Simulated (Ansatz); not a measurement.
ClHSSn (`[SH][Sn][Cl]`). The species carries charge 0 and has multiplicity 1. Sn takes the def2 core potential.

```xyz
4

S    -1.274   -0.298   -0.861
Sn    0.187    1.474   -0.075
Cl    1.662    0.079    1.166
H    -0.574   -1.256   -0.230
```

(1) What are the harmonic wavenumbers in cm⁻¹ at PBE0-D4/def2-TZVP (Ansatz, finite differences of forces, unscaled)? (An estimate is asked.)

(2) Is this a minimum?

(3) Give the ideal-gas thermochemistry at 298.15 K and 1 bar (rigid rotor, harmonic oscillator; point group Cs, symmetry number 1).

(4) And at 400, 500, 600, 800 and 1000 K?

(5) Rotational constants (cm⁻¹)?

Answers

(1) Computed: 127, 318, 332, 347, 590, 2709.

(2) Yes, all 6 modes are real.

(3) Zero-point energy 26.5 kJ/mol; H(298) − E = 41.6 kJ/mol; entropy 319.0 J/(mol·K), of which translation 174.1, rotation 114.7, vibration 30.1; G(298) − E = -53.5 kJ/mol.

(4) 
```tsv
T (K)	H − E (kJ/mol)	S (J/mol/K)	G − E (kJ/mol)
400	48.5	338.9	-87.0
500	55.6	354.6	-121.8
600	62.8	367.8	-157.9
800	77.6	389.0	-233.7
1000	92.7	405.9	-313.2
```

(5) 0.1474, 0.07736, 0.05073.
